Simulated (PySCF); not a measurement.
**Bond curve of PbF**

Set-up: basis Pb def2-SVPD with ECP60, F def2-SVPD; scalar-relativistic core potentials; PySCF 2.14. Energies in eV from Pb + F in their ground configurations at the same level. State: ²Π (doublet), unpaired electrons π ↑.

All columns are UHF. A positive dipole means Pb(−)F(+).

```
R (Å)  E (eV)  μ (D)  Mulliken charge on Pb (basis-dependent)  HOMO (eV)  LUMO (eV)  Mayer bond order  ⟨S²⟩
1.802  -1.596  -2.06                                     0.72      -6.54       0.08             -0.06  0.76
1.885  -2.221  -2.73                                     0.73      -6.70      -0.04              0.02  0.76
1.969  -2.544  -3.39                                     0.74      -6.86      -0.18              0.07  0.76
2.032  -2.646  -3.88                                     0.74      -6.98      -0.27              0.10  0.76
2.095  -2.662  -4.37                                     0.75      -7.10      -0.37              0.12  0.76
2.158  -2.614  -4.85                                     0.77      -7.22      -0.47              0.14  0.76
2.242  -2.481  -5.49                                     0.78      -7.37      -0.60              0.15  0.76
2.346  -2.243  -6.27                                     0.80      -7.56      -0.76              0.16  0.76
2.472  -1.904  -7.19                                     0.83      -7.79      -0.95              0.16  0.76
2.640  -1.425  -8.39                                     0.85      -8.07      -1.20              0.16  0.76
```

A fit through these points gives, at Re = 2.077 Å, μ = -4.23 D and dμ/dR = -7.71 D/Å; the reduced mass is 17.41 u.

Problem. How strong is the fundamental in the double-harmonic approximation, I = 42.26·(dμ/dR)²/μred km/mol?

Solution. I = 42.26·(-7.71)²/17.41 = 144 km/mol at UHF.

These are scalar-relativistic numbers at best; spin–orbit coupling would shift them, the dissociation energy most. Hartree–Fock leaves out correlation, which carries a large part of most bond energies and some tenths to 1 eV of ionisation energies. The state is the lowest determinant that a PBE0 search found; another state may lie lower at other levels.
